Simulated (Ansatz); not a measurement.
Relaxation of Cl2H5NOTi (10 atoms, charge 0, multiplicity 1), to a largest force component of 0.03 eV/Å in at most 50 steps.

The calculation used RKS PBE-D4/def2-SVP in Ansatz 0.2.0.

```xyz
10
Properties=species:S:1:pos:R:3:forces:R:3
Ti 0.079 -0.114 -0.087 0.23 -0.03 1.02
Cl 0.462 -0.205 2.213 -0.03 0.03 -1.03
O 1.642 -0.329 -0.874 -0.02 -0.03 0.03
H 2.541 -0.435 -0.515 0.03 0.02 -0.01
Cl -0.838 1.796 -0.751 0.00 0.00 0.00
N -0.916 -1.568 -0.665 0.01 0.00 -0.02
H -1.907 -1.715 -0.441 0.00 0.00 0.00
H -0.563 -2.303 -1.288 -0.01 0.01 0.01
H -2.536 0.088 1.155 -1.34 0.58 -1.24
H -2.047 -0.129 1.641 1.13 -0.57 1.24
```

Task: Where does it end, and by what steps?

Result: It converged. The force dipped under the threshold on the way, but the program's further checks kept it going. After 32 steps the energy has fallen by 0.182 eV; H9 moved furthest, 1.28 Å.

```csv
step,energy less start (eV),largest force component (eV/Å),accepted
0,0.0000,1.338,yes
2,-0.1496,0.103,yes
4,-0.1634,0.069,yes
6,-0.1381,1.807,no
8,-0.1704,0.068,yes
10,-0.1028,2.372,no
12,-0.1718,0.182,yes
14,-0.1738,0.020,yes
16,-0.1755,0.141,yes
18,-0.1769,0.141,yes
20,-0.1782,0.062,yes
22,-0.1794,0.105,yes
24,-0.1802,0.103,yes
26,-0.1810,0.049,yes
28,-0.1816,0.052,yes
30,-0.1819,0.028,yes
32,-0.1823,0.029,yes
```

```xyz
10
Properties=species:S:1:pos:R:3
Ti 0.373 -0.052 -0.190
Cl 0.224 0.286 2.007
O 1.928 -0.747 -0.657
H 2.802 -0.423 -0.937
Cl 0.036 1.876 -1.228
N -0.927 -1.274 -0.689
H -1.923 -1.160 -0.465
H -0.754 -2.167 -1.162
H -3.291 -0.721 1.798
H -2.551 -0.534 1.910
```

Whether the end is a true minimum wasn't checked by a vibrational analysis.

Time of the run: 59 s on 4 threads of Arm Neoverse V1, with other jobs on the host, peak memory 0.2 GiB.
